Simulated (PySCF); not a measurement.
CF2I, SMILES F[C](F)I, multiplicity 2.

Coordinates come from a B3LYP-D3(BJ)/def2-SVP optimisation. The isomer is the one that the SMILES or the coordinates give; other isomers of the formula were not compared. The def2 effective core potentials stand for the cores of I; spin–orbit coupling is left out.

Level of theory: PBE0/def2-TZVPD in PySCF.

Isolated molecule, no solvent.

```
Property                                                                                                        Result
---------------------------------------------------------------------------------------------  -----------------------
total energy                                                                                        -535.31451 hartree
point group                                                                                                         Cs
α spin, highest occupied and lowest empty level                                                     -7.10 and -1.66 eV
β spin, highest occupied and lowest empty level                                                     -8.16 and -2.87 eV
dipole moment                                                                                                   0.40 D
quadrupole, principal values (traceless, Buckingham form, about the centre of nuclear charge)   -1.88, -0.80, 2.69 D·Å
mean static polarisability                                                                        52.3 bohr³ (7.75 Å³)
polarisability, principal values                                                                42.2, 45.5, 69.2 bohr³
⟨S²⟩                                                                                           0.756 (pure state 0.75)
```
